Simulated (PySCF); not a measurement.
C2H5FSi2, SMILES [Si@@H]([SiH3])(F)C#C.

Geometry optimised at B3LYP-D3(BJ)/def2-SVP. The structure was generated by enumeration; whether it is a known compound was not checked.

Calculation: TDA-PBE/def2-SVPD (PySCF).

Vertical excitations. 

Computed lowest excited states:
| state | energy (eV) | λ (nm) | f | main pairs |
|---|---|---|---|---|
| S1 | 5.06 | 245 | 0.009 | HOMO→LUMO 97 % |
| S2 | 5.70 | 218 | 0.006 | HOMO−1→LUMO 56 %, HOMO→LUMO+1 41 % |
| S3 | 6.00 | 207 | 0.012 | HOMO−2→LUMO 87 % |
| S4 | 6.20 | 200 | 0.018 | HOMO−1→LUMO+1 85 % |
| S5 | 6.47 | 192 | 0.217 | HOMO−2→LUMO+1 38 %, HOMO→LUMO+1 26 %, HOMO−1→LUMO 15 %, HOMO−1→LUMO+2 6 % |
| S6 | 6.52 | 190 | 0.017 | HOMO→LUMO+2 85 % |
| S7 | 6.67 | 186 | 0.012 | HOMO−3→LUMO 92 % |
| S8 | 6.78 | 183 | 0.004 | HOMO−4→LUMO 47 %, HOMO→LUMO+3 46 % |
| S9 | 6.89 | 180 | 0.001 | HOMO→LUMO+4 58 %, HOMO−4→LUMO 26 %, HOMO→LUMO+3 9 % |
| S10 | 6.92 | 179 | 0.003 | HOMO−1→LUMO+2 76 %, HOMO−2→LUMO+1 17 % |
| T1 | 4.59 | 270 | 0 | HOMO→LUMO 73 %, HOMO−1→LUMO 14 % |
| T2 | 4.73 | 262 | 0 | HOMO−1→LUMO 49 %, HOMO→LUMO 23 %, HOMO→LUMO+1 16 % |
| T3 | 5.03 | 246 | 0 | HOMO→LUMO+1 64 %, HOMO−1→LUMO 29 % |
| T4 | 5.46 | 227 | 0 | HOMO−2→LUMO 62 %, HOMO−1→LUMO+1 30 % |
Triplets are in the Tamm–Dancoff approximation.
